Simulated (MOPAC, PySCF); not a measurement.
CH7BN2, SMILES `B(N)(C)N`, neutral singlet in the gas phase. 

Z-matrix (Å, degrees):
```
B
N 1 1.4185
H 2 1.0037 1 122.18
H 2 1.0054 3 113.46 1 -179.25
N 1 1.4185 2 120.38 3 179.82
H 5 1.0037 1 122.20 2 -179.81
H 5 1.0054 6 113.46 1 179.24
C 1 1.5849 2 119.81 3 -1.48
H 8 1.0926 1 112.54 2 29.19
H 8 1.0928 9 107.50 1 -124.42
H 8 1.0949 9 106.86 10 -114.38
```
Charge 0, multiplicity 1.

All levels are single points at this geometry (B3LYP-D3(BJ)/def2-TZVP); Pople sets use spherical d functions. Orbital energies aren't observables, and empty levels follow the basis.

PM6 in MOPAC gives HOMO (eV) = -8.81.

Problem. Estimate the HOMO (eV) from each of these levels: B3LYP-D3(BJ)/def2-TZVP in PySCF; M06-2X/def2-TZVP in PySCF; B3LYP/3-21G in PySCF; B3LYP/6-311+G** in PySCF; BP86/6-31G* in PySCF; PBE/6-31G* in PySCF; SVWN5/6-31G* in PySCF; HF/3-21G in PySCF; HF/6-31G* in PySCF; AM1 in MOPAC; PM3 in MOPAC; PM7 in MOPAC.

Solution. 
```json
[
 {"level": "B3LYP-D3(BJ)/def2-TZVP in PySCF", "HOMO (eV)": "-6.51"},
 {"level": "M06-2X/def2-TZVP in PySCF", "HOMO (eV)": "-8.20"},
 {"level": "B3LYP/3-21G in PySCF", "HOMO (eV)": "-5.65"},
 {"level": "B3LYP/6-311+G** in PySCF", "HOMO (eV)": "-6.57"},
 {"level": "BP86/6-31G* in PySCF", "HOMO (eV)": "-4.87"},
 {"level": "PBE/6-31G* in PySCF", "HOMO (eV)": "-4.76"},
 {"level": "SVWN5/6-31G* in PySCF", "HOMO (eV)": "-4.86"},
 {"level": "HF/3-21G in PySCF", "HOMO (eV)": "-9.77"},
 {"level": "HF/6-31G* in PySCF", "HOMO (eV)": "-9.93"},
 {"level": "AM1 in MOPAC", "HOMO (eV)": "-9.30"},
 {"level": "PM3 in MOPAC", "HOMO (eV)": "-8.35"},
 {"level": "PM7 in MOPAC", "HOMO (eV)": "-8.83"}
]
```
